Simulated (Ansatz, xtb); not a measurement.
Two conformers of C2H6AlBr

Structure a is `C[CH2][AlH][Br]`, a singlet and structure b is `C[CH2][AlH][Br]`, a singlet. Both are isolated molecules in the gas phase, relaxed with r2SCAN-D4/def2-SVP.

a (Å):

| atom | x (Å) | y (Å) | z (Å) |
| --- | --- | --- | --- |
| C | 2.0362 | -0.4558 | -1.4395 |
| C | 0.8677 | -1.4020 | -1.1429 |
| Al | 0.5149 | -1.8721 | 0.7198 |
| Br | 1.8394 | -1.0036 | 2.3469 |
| H | 1.9098 | 0.5177 | -0.9392 |
| H | 2.1433 | -0.2583 | -2.5193 |
| H | 2.9947 | -0.8679 | -1.0851 |
| H | -0.0795 | -0.9912 | -1.5481 |
| H | 0.9909 | -2.3581 | -1.6913 |
| H | -0.6517 | -2.8345 | 1.1883 |

b (Å):

| atom | x (Å) | y (Å) | z (Å) |
| --- | --- | --- | --- |
| C | 1.1246 | 0.7342 | 0.1734 |
| C | 2.2966 | -0.2322 | -0.0420 |
| Al | 3.7081 | 0.3777 | -1.2488 |
| Br | 5.4767 | -0.9978 | -1.6188 |
| H | 1.4569 | 1.6971 | 0.5954 |
| H | 0.6024 | 0.9653 | -0.7698 |
| H | 0.3712 | 0.3223 | 0.8657 |
| H | 2.7745 | -0.4874 | 0.9244 |
| H | 1.9335 | -1.2078 | -0.4212 |
| H | 3.7242 | 1.7712 | -2.0022 |

Which of the two would you expect CCSD(T)/def2-SVP + ΔMP2/def2-TZVPP electronic energies to favour?

Too close to call at this level: CCSD(T)/def2-SVP + ΔMP2/def2-TZVPP gives E(b) − E(a) = +0.36 kcal/mol.

Level by level:

```json
{"level": "r2SCAN-D4/def2-SVP", "geometry": "r2SCAN-D4/def2-SVP", "E(b) − E(a) (kcal/mol)": "+0.44", "departure from the last row (kcal/mol)": "+0.08", "job, with rough time for the two": "optimisation, 86 s"}
{"level": "HF/def2-SVP", "geometry": "r2SCAN-D4/def2-SVP", "E(b) − E(a) (kcal/mol)": "+0.10", "departure from the last row (kcal/mol)": "−0.26", "job, with rough time for the two": "part of the CCSD(T) run"}
{"level": "MP2/def2-SVP", "geometry": "r2SCAN-D4/def2-SVP", "E(b) − E(a) (kcal/mol)": "+0.41", "departure from the last row (kcal/mol)": "+0.05", "job, with rough time for the two": "part of the CCSD(T) run"}
{"level": "CCSD(T)/def2-SVP", "geometry": "r2SCAN-D4/def2-SVP", "E(b) − E(a) (kcal/mol)": "+0.37", "departure from the last row (kcal/mol)": "0.00", "job, with rough time for the two": "single point"}
{"level": "CCSD(T)/def2-SVP + ΔMP2/def2-TZVPP", "geometry": "r2SCAN-D4/def2-SVP", "E(b) − E(a) (kcal/mol)": "+0.36", "departure from the last row (kcal/mol)": "", "job, with rough time for the two": "single point, 34 s"}
```

The largest departure from CCSD(T)/def2-SVP + ΔMP2/def2-TZVPP is that of HF/def2-SVP, 0.26 kcal/mol. Levels run at GFN2-xTB geometries aren't shown. The last row adds to CCSD(T) the change of the MP2 difference between the two basis sets, here 0.00 kcal/mol.

With harmonic frequencies from r2SCAN-D4/def2-SVP (ideal gas, rigid rotor, one conformer each, 298.15 K, 1 atm): on the last row, ΔE + ΔZPE = +0.28 kcal/mol. A mode under 50 cm⁻¹ makes harmonic enthalpies and free energies unreliable, so none is given.

The correlated steps freeze 16 core orbitals; the filled d shell of Br is correlated, in a basis made for valence electrons. Run with Ansatz 0.2.0; the last row on 2 threads of Arm Neoverse V1 on a shared host.
